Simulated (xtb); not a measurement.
Job for xtb: GFN1-xTB on CH7ClSi (a complex), monomers drawn apart or pushed together.

```
$ xtb mol.xyz --gfn 1 --sp --chrg 0 --uhf 0
10

Si    -0.04433032    -0.18276299     0.20917285
H      1.43163126    -0.12884760     0.25234098
H     -0.49516683    -0.20174525    -1.20284866
H     -0.61763443     1.00632505     0.87815218
H     -0.52962084    -1.40791711     0.88265490
C     -1.01172509    -0.21231265     3.63963891
Cl     0.76290204    -0.14643574     3.38086579
H     -1.19995018    -0.20120289     4.70881777
H     -1.45688327     0.65473850     3.16140701
H     -1.38624747    -1.12785047     3.19241415
```

The log:

```
[...]
           -------------------------------------------------
          |                Calculation Setup                |
           -------------------------------------------------



molecular fragmentation (1/2 indicates fragments):
1111122222
# atoms in fragment 1/2:     5     5
 fragment masses (1/2) :       32.12       50.49
CMA distance (Bohr)    :   6.166
constraining FC (au)   :  0.0500

           -------------------------------------------------
          |                 G F N 1 - x T B                 |
           -------------------------------------------------

        Reference                      10.1021/acs.jctc.7b00118
      * Hamiltonian:
        H0-scaling (s, p, d)           1.850000    2.250000    2.000000
        zeta-weighting                 0.000000
      * Dispersion:
        s8                             2.400000
        a1                             0.630000
        a2                             5.000000
        s9                             0.000000
      * Repulsion:
        kExp                           1.500000
        rExp                           1.000000
      * Coulomb:
        alpha                          2.000000
        third order                    atomic
        anisotropic                    false
      * Halogen bond correction:
        rad-scale                      1.300000
        damping                        0.440000


          ...................................................
          :                      SETUP                      :
          :.................................................:
          :  # basis functions                  38          :
          :  # atomic orbitals                  36          :
          :  # shells                           22          :
          :  # electrons                        22          :
          :  # halogen bonds                     0          :
          :  max. iterations                   250          :
          :  Hamiltonian                  GFN1-xTB          :
          :  restarted?                      false          :
          :  GBSA solvation                  false          :
          :  PC potential                    false          :
          :  electronic temp.          300.0000000     K    :
          :  accuracy                    1.0000000          :
          :  -> integral cutoff          0.2500000E+02      :
          :  -> integral neglect         0.1000000E-07      :
          :  -> SCF convergence          0.1000000E-05 Eh   :
          :  -> wf. convergence          0.2000000E-04 e    :
          :  Broyden damping             0.4000000          :
          :  net charge                          0          :
          :  unpaired electrons                  0          :
          ...................................................

 iter      E             dE          RMSdq      gap      omega  full diag
   1    -12.0569750 -0.120570E+02  0.532E+00    6.56       0.0  T
   2    -12.0776836 -0.207086E-01  0.314E+00    6.66       1.0  T
   3    -12.0788978 -0.121418E-02  0.768E-01    6.47       1.0  T
   4    -12.0799245 -0.102668E-02  0.197E-01    6.56       1.0  T
   5    -12.0801225 -0.198037E-03  0.378E-02    6.52       1.0  T
   6    -12.0801270 -0.445931E-05  0.606E-03    6.54       5.2  T
   7    -12.0801270 -0.578677E-07  0.974E-04    6.54      32.5  T
   8    -12.0801270 -0.242444E-08  0.304E-04    6.54     104.0  T
   9    -12.0801270 -0.368962E-09  0.143E-04    6.54     221.7  T
  10    -12.0801270 -0.771436E-10  0.337E-06    6.54    9376.6  T

   *** convergence criteria satisfied after 10 iterations ***

         #    Occupation            Energy/Eh            Energy/eV
      -------------------------------------------------------------
         1        2.0000           -0.9169874             -24.9525
       ...           ...                  ...                  ...
         5        2.0000           -0.5620161             -15.2932
         6        2.0000           -0.5389704             -14.6661
         7        2.0000           -0.4723697             -12.8538
         8        2.0000           -0.4711914             -12.8218
         9        2.0000           -0.4697003             -12.7812
        10        2.0000           -0.4625789             -12.5874
        11        2.0000           -0.4625368             -12.5863 (HOMO)
        12                         -0.2222415              -6.0475 (LUMO)
        13                         -0.1944581              -5.2915
        14                         -0.1923363              -5.2337
        15                         -0.1683537              -4.5811
        16                         -0.1372207              -3.7340
       ...                                ...                  ...
        36                          1.3197425              35.9120
      -------------------------------------------------------------
                  HL-Gap            0.2402953 Eh            6.5388 eV
             Fermi-level           -0.3423892 Eh           -9.3169 eV

 SCC (total)                   0 d,  0 h,  0 min,  0.014 sec
 SCC setup                      ...        0 min,  0.000 sec (  3.213%)
 Dispersion                     ...        0 min,  0.000 sec (  0.530%)
 classical contributions        ...        0 min,  0.000 sec (  0.219%)
 integral evaluation            ...        0 min,  0.003 sec ( 22.850%)
 iterations                     ...        0 min,  0.004 sec ( 31.848%)
 molecular gradient             ...        0 min,  0.006 sec ( 39.841%)
 printout                       ...        0 min,  0.000 sec (  1.342%)

         :::::::::::::::::::::::::::::::::::::::::::::::::::::
         ::                     SUMMARY                     ::
         :::::::::::::::::::::::::::::::::::::::::::::::::::::
         :: total energy             -11.995584255049 Eh    ::
         :: gradient norm              0.027758807358 Eh/a0 ::
         :: HOMO-LUMO gap              6.538768378727 eV    ::
         ::.................................................::
         :: SCC energy               -12.080127037786 Eh    ::
         :: -> electrostatic           0.007348244150 Eh    ::
         :: repulsion energy           0.087500447962 Eh    ::
         :: dispersion energy         -0.002957665226 Eh    ::
         :: halogen bond corr.         0.000000000000 Eh    ::
         :: add. restraining           0.000000000000 Eh    ::
         :: total charge              -0.000000000000 e     ::
         :::::::::::::::::::::::::::::::::::::::::::::::::::::

           -------------------------------------------------
          |                Property Printout                |
           -------------------------------------------------

    * Orbital Energies and Occupations

         #    Occupation            Energy/Eh            Energy/eV
      -------------------------------------------------------------
         1        2.0000           -0.9169874             -24.9525
         2        2.0000           -0.6596232             -17.9493
         3        2.0000           -0.6333616             -17.2346
         4        2.0000           -0.5620972             -15.2954
         5        2.0000           -0.5620161             -15.2932
         6        2.0000           -0.5389704             -14.6661
         7        2.0000           -0.4723697             -12.8538
         8        2.0000           -0.4711914             -12.8218
         9        2.0000           -0.4697003             -12.7812
        10        2.0000           -0.4625789             -12.5874
        11        2.0000           -0.4625368             -12.5863 (HOMO)
        12                         -0.2222415              -6.0475 (LUMO)
Note: The following floating-point exceptions are signalling: IEEE_DENORMAL
normal termination of xtb
        13                         -0.1944581              -5.2915
        14                         -0.1923363              -5.2337
        15                         -0.1683537              -4.5811
        16                         -0.1372207              -3.7340
        17                         -0.1194120              -3.2494
        18                         -0.1134232              -3.0864
        19                         -0.0911644              -2.4807
        20                         -0.0808527              -2.2001
        21                         -0.0601520              -1.6368
        22                         -0.0577867              -1.5725
       ...                                ...                  ...
        36                          1.3197425              35.9120
      -------------------------------------------------------------
                  HL-Gap            0.2402953 Eh            6.5388 eV
             Fermi-level           -0.3423892 Eh           -9.3169 eV

  Mulliken/CM5 charges         n(s)   n(p)   n(d)
     1Si    0.22958 -0.09664   1.321  1.985  0.464
     2H    -0.07013  0.01137   1.070  0.000  0.000
     3H    -0.07391  0.00615   1.074  0.000  0.000
     4H    -0.08041  0.00114   1.080  0.000  0.000
     5H    -0.08046  0.00110   1.080  0.000  0.000
     6C     0.03191 -0.11339   1.022  2.946  0.000
     7Cl   -0.09079 -0.10144   1.946  5.160 -0.016
     8H     0.04235  0.09439   0.958  0.000  0.000
     9H     0.04598  0.09873   0.954  0.000  0.000
    10H     0.04588  0.09859   0.954  0.000  0.000

Wiberg/Mayer (AO) data.
largest (>0.10) Wiberg bond orders for each atom

 ---------------------------------------------------------------------------
     #   Z sym  total        # sym  WBO       # sym  WBO       # sym  WBO
 ---------------------------------------------------------------------------
     1  14 Si   3.921 --     2 H    0.941     3 H    0.940     5 H    0.939
                             4 H    0.939     7 Cl   0.138
     2   1 H    0.992 --     1 Si   0.941
     3   1 H    0.989 --     1 Si   0.940
     4   1 H    0.990 --     1 Si   0.939
     5   1 H    0.990 --     1 Si   0.939
     6   6 C    3.947 --     8 H    0.994    10 H    0.992     9 H    0.992
                             7 Cl   0.957
     7  17 Cl   1.132 --     6 C    0.957     1 Si   0.138
     8   1 H    1.013 --     6 C    0.994
     9   1 H    1.015 --     6 C    0.992
    10   1 H    1.015 --     6 C    0.992
 ---------------------------------------------------------------------------

Topologies differ in total number of bonds
Writing topology from bond orders to xtbtopo.mol

 dipole moment from electron density (au)
     X       Y       Z
  -0.6706  -0.0243   0.4413  total (Debye):    2.041


           -------------------------------------------------
          | TOTAL ENERGY              -11.995584255049 Eh   |
          | GRADIENT NORM               0.027758807358 Eh/α |
          | HOMO-LUMO GAP               6.538768378727 eV   |
           -------------------------------------------------

------------------------------------------------------------------------
------------------------------------------------------------------------
 total:
 SCF:
```

The run finished.

Cost: very roughly 0.06 core-seconds.
